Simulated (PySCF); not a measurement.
## SMILES C(=C)/C(Cl)=C/C(=O)Cl, C5H4Cl2O

Cartesian coordinates in Å; atom numbers follow the order of the lines, from 1:
```xyz
12

C    -2.5013   -0.1178    0.1680
C    -1.2912   -0.2378   -0.3705
C    -0.0473    0.0922    0.2964
Cl   -0.1402    0.6846    1.8952
C     1.1487   -0.0617   -0.3223
C     2.4242    0.2461    0.2792
O     2.6841    0.6667    1.3611
Cl    3.7539   -0.0935   -0.8644
H    -2.6386    0.2462    1.1719
H    -3.3865   -0.3813   -0.3834
H    -1.1744   -0.6056   -1.3804
H     1.1698   -0.4388   -1.3326
```

Computed, not measured: PySCF, GIAO PBE/pcSseg-1 magnetisability, rotational g tensor and spin-rotation constants, non-relativistic, gas phase. Geometry: GFN2-xTB.

(1) Give the nuclear spin-rotation constants along the inertial axes (H = +C I·J) beside the isotropic shieldings.

(2) How do the rotational constants and the g tensor change when H9, H10, H11, H12 are replaced by deuterium?

## Answers

(1) Rotational constants 3.1414, 0.7531, 0.6075 GHz. A star marks the isotopologue with that one atom substituted, in its own axes.
| atom | isotope | Caa (kHz) | Cbb (kHz) | Ccc (kHz) | mean (kHz) | σ (ppm) |
| --- | --- | --- | --- | --- | --- | --- |
| Cl4 | 35Cl | 1.440 | 0.170 | 0.100 | 0.570 | 669.0 |
| Cl8 | 35Cl | 0.763 | 0.442 | 0.321 | 0.509 | 384.9 |
| H9 | 1H | -0.211 | 0.056 | -0.072 | -0.076 | 24.9 |
| H10 | 1H | -0.029 | 0.005 | -0.072 | -0.032 | 25.4 |
| H11 | 1H | -0.259 | 0.067 | -0.074 | -0.089 | 25.0 |
| H12 | 1H | -0.284 | 0.070 | -0.076 | -0.097 | 25.3 |
| C1 | 13C* | 1.189 | 0.358 | 0.074 | 0.540 | 46.0 |
| C2 | 13C* | 1.078 | 0.373 | 0.099 | 0.517 | 41.3 |
| C3 | 13C* | 1.231 | 0.370 | 0.120 | 0.574 | 24.3 |
| C5 | 13C* | 0.980 | 0.323 | 0.128 | 0.476 | 54.2 |
| C6 | 13C* | 1.649 | 0.230 | 0.181 | 0.687 | 13.3 |
| O7 | 17O* | -1.827 | -0.640 | -0.075 | -0.848 | -236.4 |

For the geometry as given, no vibrational averaging.

(2) Constants 2.9210, 0.7162, 0.5752 GHz; g -0.0506, -0.0153, -0.0042, against -0.0540, -0.0160, -0.0043 before.
